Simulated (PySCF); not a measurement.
Stepwise substitution at one centre (Sn F-C2H5). All species are isolated molecules in the gas phase. One relaxed conformer stands for each flexible species; it need not be the lowest. Strings in code marks are SMILES.

The LUMO from two functionals at the same geometries (PBE0-D4/def2-SVP), both in PySCF: PBE-D3(BJ)/def2-TZVP and PBE0-D4/def2-TZVP. 

```tsv
species	PBE-D3(BJ)/def2-TZVP (eV)
0 of 4 F replaced by C2H5 (`[F][Sn]([F])([F])[F]`)	-4.91
1 of 4 F replaced by C2H5 (`[CH2]([Sn]([F])([F])[F])C`)	-2.95
2 of 4 F replaced by C2H5	-1.50
```

Task: What does PBE0-D4/def2-TZVP give for each?

Result: 
- 0 of 4 F replaced by C2H5 (`[F][Sn]([F])([F])[F]`): -3.94
- 1 of 4 F replaced by C2H5 (`[CH2]([Sn]([F])([F])[F])C`): -1.98
- 2 of 4 F replaced by C2H5: -0.55
Over these rows, drawn at random from the members with no instability flagged (it was tested for open shells, ions and some series alone), PBE minus PBE0-D4: mean -0.97 eV, from -0.98 eV to -0.95 eV.
